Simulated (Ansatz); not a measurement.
One change: `[SiH3][GaH][SH]` becomes `[CH3][GaH][SH]`.

Ansatz, PBE0-D4/def2-TZVP geometries, multiplicity 1. Each molecule was computed in one conformer, which needn't be the lowest.

Scalar relativity is left out up to krypton.

```
                                        property  `[SiH3][GaH][SH]`
size of the dipole moment (B3LYP/def2-TZVPP) / D               1.18
  zero-point energy (PBE0-D4/def2-TZVP) / kJ/mol              107.2
           HOMO energy (ωB97M-V/def2-TZVPP) / eV              -9.77
         HOMO–LUMO gap (ωB97M-V/def2-TZVPP) / eV               9.66
               LUMO energy (PBE/def2-TZVPP) / eV              -2.58
           HOMO–LUMO gap (B3LYP/def2-TZVPP) / eV               5.42
```

**Question.** Give the same properties after the change, and the shifts. (Best estimate.)

**Answer.** Computed: 
```
                                        property  `[CH3][GaH][SH]`  shift
size of the dipole moment (B3LYP/def2-TZVPP) / D              1.91   0.73
  zero-point energy (PBE0-D4/def2-TZVP) / kJ/mol             136.4   29.2
           HOMO energy (ωB97M-V/def2-TZVPP) / eV             -9.71   0.06
         HOMO–LUMO gap (ωB97M-V/def2-TZVPP) / eV             10.34   0.68
               LUMO energy (PBE/def2-TZVPP) / eV             -1.84   0.74
           HOMO–LUMO gap (B3LYP/def2-TZVPP) / eV              5.96   0.54
```

With PBE0 the HOMO rises by 0.21 eV and the LUMO rises by 0.78 eV, so the gap widens by about 0.57 eV. PBE moves the HOMO by 0.24 eV and ωB97M-V by 0.06 eV. Dipoles are sizes alone; their direction can turn.

B3LYP here is the variant with VWN-RPA as its local correlation; programs differ in this.
